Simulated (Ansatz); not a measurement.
`[F][Al]([Cl])[GeH3]` and `C[SiH2][Al]([F])[Cl]` differ in one atom or group.

Ansatz, PBE0-D4/def2-TZVP geometries, multiplicity 1. Each molecule was computed in one conformer, which needn't be the lowest.

Scalar relativity is left out up to krypton.

| property | `[F][Al]([Cl])[GeH3]` |
| --- | --- |
| size of the dipole moment (PBE/def2-TZVPP) / D | 1.52 |
| LUMO energy (PBE/def2-TZVPP) / eV | -2.30 |
| size of the dipole moment (B3LYP/def2-TZVPP) / D | 1.53 |
| LUMO energy (B3LYP/def2-TZVPP) / eV | -1.76 |
| HOMO energy (PBE/def2-TZVPP) / eV | -7.30 |
| HOMO–LUMO gap (PBE0/def2-TZVPP) / eV | 6.86 |

(1) Give the same properties after the change, and the shifts. (An estimate is asked.)

Answers

(1) The calculation gave: 
```tsv
property	`C[SiH2][Al]([F])[Cl]`	shift
size of the dipole moment (PBE/def2-TZVPP) / D	2.39	0.87
LUMO energy (PBE/def2-TZVPP) / eV	-2.21	0.09
size of the dipole moment (B3LYP/def2-TZVPP) / D	2.39	0.86
LUMO energy (B3LYP/def2-TZVPP) / eV	-1.65	0.11
HOMO energy (PBE/def2-TZVPP) / eV	-6.96	0.34
HOMO–LUMO gap (PBE0/def2-TZVPP) / eV	6.62	-0.24
```

With PBE0 the HOMO rises by 0.34 eV and the LUMO rises by 0.10 eV, so the gap narrows by about 0.24 eV. PBE moves the HOMO by 0.34 eV and ωB97M-V by 0.34 eV. Dipoles are sizes alone; their direction can turn.

B3LYP here is the variant with VWN-RPA as its local correlation; programs differ in this.
